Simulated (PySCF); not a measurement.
acetonitrile (C2H3N), singlet, geometry from GFN2-xTB; CAMB3LYP/6-31G, TDA in PySCF.

Input for PySCF:
```python
from pyscf import gto, scf, dft, tdscf

mol = gto.M(
    atom='''
C    -0.014757    0.011163   -1.162762
C     0.003475   -0.002628    0.273792
N     0.017974   -0.013596    1.416241
H    -0.009997    1.041350   -1.516885
H     0.865048   -0.506705   -1.542852
H    -0.913176   -0.490678   -1.520130
''',
    basis='6-31g',
    charge=0,
    spin=0,
    verbose=4,
)

mf = dft.RKS(mol)
mf.xc = 'camb3lyp'
mf.kernel()
td = mf.TDA()
td.nstates = 5
td.conv_tol = 1e-3
td.kernel()
td.analyze()
```

It wrote (shortened):

```
PySCF version 2.14.0

[INPUT] verbose = 4
[INPUT] num. atoms = 6
[INPUT] num. electrons = 22
[INPUT] charge = 0
[INPUT] spin (= nelec alpha-beta = 2S) = 0
[INPUT] symmetry False subgroup None
[INPUT] Mole.unit = angstrom
[INPUT] Symbol           X                Y                Z      unit          X                Y                Z       unit  Magmom
[...]
nuclear repulsion = 59.1246982991181
number of shells = 21
number of NR pGTOs = 78
number of NR cGTOs = 33
basis = 6-31g
ecp = {}

******** <class 'pyscf.dft.rks.RKS'> ********
method = RKS
initial guess = minao
damping factor = 0
level_shift factor = 0
DIIS = <class 'pyscf.scf.diis.CDIIS'>
diis_start_cycle = 1
diis_space = 8
diis_damp = 0
SCF conv_tol = 1e-09
SCF conv_tol_grad = None
SCF max_cycles = 50
direct_scf = True
direct_scf_tol = 1e-13
XC library pyscf.dft.libxc version 7.1.2
    S. Lehtola, C. Steigemann, M. J. T. Oliveira, and M. A. L. Marques,  SoftwareX 7, 1–5 (2018)
XC functionals = camb3lyp
    T. Yanai, D. P. Tew, and N. C. Handy,  Chem. Phys. Lett. 393, 51 (2004)
radial grids:
    Treutler-Ahlrichs [JCP 102, 346 (1995); DOI:10.1063/1.469408] (M4) radial grids

becke partition: Becke, JCP 88, 2547 (1988); DOI:10.1063/1.454033
pruning grids: <function nwchem_prune>
grids dens level: 3
symmetrized grids: False
atomic radii adjust function: <function treutler_atomic_radii_adjust>
small_rho_cutoff = 0
Set gradient conv threshold to 3.16228e-05
Initial guess from minao.
tot grids = 71568
init E= -132.948329793134
[...]
cycle= 1 E= -132.577388330991  delta_E= 0.371  |g|= 0.467  |ddm|= 2.39
[...]
cycle= 2 E= -132.472125415298  delta_E= 0.105  |g|= 0.873  |ddm|= 1.19
[...]
cycle= 3 E= -132.635690592994  delta_E= -0.164  |g|= 0.0381  |ddm|= 0.707
[...]
cycle= 4 E= -132.63598472911  delta_E= -0.000294  |g|= 0.0182  |ddm|= 0.0652
[...]
cycle= 5 E= -132.636067444069  delta_E= -8.27e-05  |g|= 0.00291  |ddm|= 0.0216
[...]
cycle= 6 E= -132.636069599027  delta_E= -2.15e-06  |g|= 0.000839  |ddm|= 0.00431
[...]
cycle= 7 E= -132.6360698088  delta_E= -2.1e-07  |g|= 7.98e-05  |ddm|= 0.00151
[...]
cycle= 8 E= -132.636069811249  delta_E= -2.45e-09  |g|= 5.38e-06  |ddm|= 0.000324
[...]
cycle= 9 E= -132.636069811266  delta_E= -1.69e-11  |g|= 4.52e-07  |ddm|= 4.37e-05
[...]
Extra cycle  E= -132.636069811267  delta_E= -2.84e-13  |g|= 1.96e-07  |ddm|= 2.84e-06
converged SCF energy = -132.636069811267

******** <class 'pyscf.tdscf.rks.TDA'> for <class 'pyscf.dft.rks.RKS'> ********
nstates = 5 singlet
deg_eia_thresh = 1.000e-03
wfnsym = None
conv_tol = 0.001
eigh lindep = 1e-12
eigh level_shift = 0
eigh max_cycle = 100

Excitation energies (eV)
[8.19002222 8.59241151 8.59241413 9.91438603 9.91438966]

** Singlet excitation energies and oscillator strengths **
Excited State   1:      8.19002 eV    151.38 nm  f=0.0000
      10 -> 12       -0.12077
      10 -> 13       -0.47196
      11 -> 12        0.47196
      11 -> 13       -0.12077
Excited State   2:      8.59241 eV    144.29 nm  f=0.0037
      10 -> 12        0.47725
      10 -> 13        0.10425
      11 -> 12        0.10425
      11 -> 13       -0.47725
Excited State   3:      8.59241 eV    144.29 nm  f=0.0037
      10 -> 12        0.10425
      10 -> 13       -0.47725
      11 -> 12       -0.47724
      11 -> 13       -0.10425
Excited State   4:      9.91439 eV    125.05 nm  f=0.0448
       9 -> 12       -0.69315
       9 -> 15        0.10430
Excited State   5:      9.91439 eV    125.05 nm  f=0.0448
       9 -> 13       -0.69315
       9 -> 16        0.10430

** Transition electric dipole moments (AU) **
state          X           Y           Z        Dip. S.      Osc.
  1         0.0000     -0.0000     -0.0000      0.0000      0.0000
  2        -0.0056      0.1316      0.0013      0.0174      0.0037
  3        -0.1316     -0.0056      0.0016      0.0174      0.0037
  4        -0.4294      0.0067      0.0055      0.1845      0.0448
  5        -0.0068     -0.4294     -0.0040      0.1845      0.0448

** Transition velocity dipole moments (imaginary part, AU) **
state          X           Y           Z        Dip. S.      Osc.
  1         0.0000     -0.0000     -0.0000      0.0000      0.0000
  2        -0.0014      0.0327      0.0003      0.0011      0.0023
  3        -0.0327     -0.0014      0.0004      0.0011      0.0023
  4        -0.1600      0.0025      0.0021      0.0256      0.0469
  5        -0.0025     -0.1600     -0.0015      0.0256      0.0468

** Transition magnetic dipole moments (imaginary part, AU) **
state          X           Y           Z
  1         0.0018     -0.0013      0.1395
  2        -0.0932     -0.0040      0.0011
  3         0.0040     -0.0933     -0.0009
  4         0.0256      1.6210      0.0152
  5        -1.6210      0.0254      0.0208
```
